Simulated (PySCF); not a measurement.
**Calculated properties of `ClC(Cl)C1=CCOC1`**

C5H6Cl2O.
Structure used (GFN2-xTB), in Å, numbered top down from 1:
```
atom  x, y, z in Å
Cl1    2.538   -1.071   -1.198
C2     1.878   -0.146    0.182
Cl3    2.603    1.488    0.185
C4     0.407   -0.057    0.086
C5    -0.495   -0.503    0.950
C6    -1.867   -0.196    0.445
O7    -1.678    0.468   -0.794
C8    -0.295    0.590   -1.077
H9     2.204   -0.648    1.095
H10   -0.324   -1.010    1.880
H11   -2.459   -1.109    0.289
H12   -2.421    0.457    1.134
H13   -0.028    1.651   -1.175
H14   -0.064    0.085   -2.024
```

Some functional groups and rings: C=C double bond, ether and C–Cl bond.

**GFN2-xTB geometry**

```yaml
Point_group_of_the_GFN2-xTB_geometry: Cs
Rotational_constants_A_B_C_of_the_GFN2-xTB_geometry: 2.311, 0.924, 0.801 GHz
```

From B3LYP/def2-SVPD ground state and vertical TDDFT (core frozen in the response) (PySCF):

```yaml
Dipole_moment: 2.50 D
HOMO_energy: -6.99 eV
LUMO_energy: -1.14 eV
HOMO–LUMO_gap: 5.85 eV
Lowest_singlet_excitation: 5.09 eV (244 nm, f = 0.073)
Strongest_line_among_the_8_lowest_singlet_transitions: S3 at 6.35 eV (195 nm, f = 0.103)
Lowest_triplet_excitation_Tamm–Dancoff: 4.03 eV
Static_isotropic_polarisability: 91.1 au
Electronic_spatial_extent_⟨r²⟩_about_the_centre_of_nuclear_charge: 1450 bohr²
```

Monoisotopic mass (most abundant isotopes): 151.9796 u.

With B = h/(8π²I), that is 505.379 GHz u Å² over I, the principal moments of inertia are 218.7, 547.1 and 630.7 u Å² (most abundant isotopes); the inertial defect Ic − Ia − Ib is -135.1 u Å² (zero for a rigid planar frame, negative otherwise). The vertical singlet–triplet gap S1 − T1 is 1.06 eV (TDDFT singlet less Tamm–Dancoff triplet; S1: HOMO→LUMO, weight 0.94; T1: HOMO→LUMO, weight 0.68). No computed singlet falls in the visible range (750 to 380 nm, 1.65 to 3.26 eV); S1 lies 1.83 eV above its blue end. The polarisability is 13.50 Å³ as a volume (1 au = 0.148185 Å³), or 1.17 au for each of the 78 electrons. The largest Löwdin shares of the LUMO are 0.27 on C5, 0.20 on C4 and 0.12 on C2. In wavenumbers S1 is 41000 cm⁻¹ (1 eV = 8065.54 cm⁻¹).

Isolated species at its GFN2-xTB geometry (one conformer only).
